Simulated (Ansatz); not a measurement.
Start from `N#CCCCCC#N` and change one atom or group to get `CCCCCCCCCC#N`.

Ansatz, PBE0-D4/def2-TZVP geometries, multiplicity 1. Each molecule was computed in one conformer, which needn't be the lowest.

```json
{"property": "HOMO–LUMO gap (PBE/def2-TZVPP) / eV", "`N#CCCCCC#N`": "7.34"}
{"property": "HOMO–LUMO gap (PBE0/def2-TZVPP) / eV", "`N#CCCCCC#N`": "9.65"}
{"property": "size of the dipole moment (PBE/def2-TZVPP) / D", "`N#CCCCCC#N`": "0.00"}
{"property": "HOMO energy (PBE/def2-TZVPP) / eV", "`N#CCCCCC#N`": "-8.14"}
{"property": "HOMO–LUMO gap (B3LYP/def2-TZVPP) / eV", "`N#CCCCCC#N`": "9.12"}
{"property": "LUMO energy (ωB97M-V/def2-TZVPP) / eV", "`N#CCCCCC#N`": "1.80"}
```

**Question.** Give the same properties after the change, and the shifts. (Estimate.)

**Answer.** The calculation gave: 
```tsv
property	`CCCCCCCCCC#N`	shift
HOMO–LUMO gap (PBE/def2-TZVPP) / eV	6.97	-0.37
HOMO–LUMO gap (PBE0/def2-TZVPP) / eV	9.23	-0.42
size of the dipole moment (PBE/def2-TZVPP) / D	4.18	4.18
HOMO energy (PBE/def2-TZVPP) / eV	-7.37	0.77
HOMO–LUMO gap (B3LYP/def2-TZVPP) / eV	8.76	-0.36
LUMO energy (ωB97M-V/def2-TZVPP) / eV	2.06	0.26
```

With PBE0 the HOMO rises by 0.78 eV and the LUMO rises by 0.36 eV, so the gap narrows by about 0.42 eV. PBE moves the HOMO by 0.77 eV and ωB97M-V by 0.81 eV.

B3LYP here is the variant with VWN-RPA as its local correlation; programs differ in this.
